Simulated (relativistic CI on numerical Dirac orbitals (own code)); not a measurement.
Charge states of nitrogen

These numbers are calculated, not measured: Dirac-Coulomb-Breit CI, KLI orbitals optimised for each configuration, a model potential for QED, valence Slater integrals scaled by 0.9 (own radial code, finite nucleus).

Each species is treated in one configuration, given outside its closed core. Radial values are for the open shell of highest l, unscaled and averaged over j; ζ includes the Breit term. Labels give the leading LS character, summed over repeated terms.

```
Ion  Configuration  Its lowest level  LS weight (%)  Next level  E (cm⁻¹)  ζ (cm⁻¹)    g_J  g√(J(J+1))
  N        2s2 2p3           4S°_3/2            100     2D°_5/2     20154     71.81  2.002        3.88
 N+        2s2 2p2              3P_0            100        3P_1    48.764     92.61               0.00
N2+         2s2 2p           2P°_1/2            100     2P°_3/2    176.57     117.3  0.666        0.58
N3+            2s2              1S_0            100                                               0.00
N4+             2s            2S_1/2            100                                  2.002        1.73
N5+            1s2              1S_0            100                                               0.00
```

With one configuration, terms of near-neutral atoms and ions can be 10 to 25 % off, and close levels can change places.
